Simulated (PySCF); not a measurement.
PBE0 on Pb⁻ (lead, charge -1), [Xe] 4f14 5d10 6s2 6p3, high-spin 4S determinant. Computed with PySCF 2.14 in aug-cc-pVDZ-PP with ECP60MDF (5s4p3d, 32 functions), with a scalar-relativistic core potential.

```
cycle= 1 E= -192.880719887825  delta_E= -0.00572  |g|= 0.0075  |ddm|= 0.319
cycle= 2 E= -192.880829525012  delta_E= -0.00011  |g|= 0.00508  |ddm|= 0.0539
cycle= 3 E= -192.880849669998  delta_E= -2.01e-05  |g|= 0.00129  |ddm|= 0.0235
cycle= 4 E= -192.880851057611  delta_E= -1.39e-06  |g|= 0.00016  |ddm|= 0.00469
cycle= 5 E= -192.880851096872  delta_E= -3.93e-08  |g|= 1.18e-05  |ddm|= 0.000827
cycle= 6 E= -192.880851097069  delta_E= -1.96e-10  |g|= 1.24e-06  |ddm|= 0.000115
converged SCF energy = -192.880851097069  <S^2> = 3.7525193  2S+1 = 4.0012594
```

Highest occupied orbital energy: 0.335 eV; ⟨L²⟩ = 0.00; populations by l: s 4.00, p 9.00, d 10.00.

Q: Can this result be used?

A: With care. The calculation finished and met its thresholds. Energies and moments cover only the electrons outside the core potential. Spin-orbit coupling, which splits the p, d and f shells strongly at this Z, is absent. Spin-orbit coupling is strong in this species (close to jj coupling), so the high-spin LS determinant is a model state, not a physical level. At PBE0 the highest occupied level has a positive energy, so only the finite basis holds that electron; in a semilocal or global hybrid functional this comes from self-interaction and does not mean that the real anion is unbound.
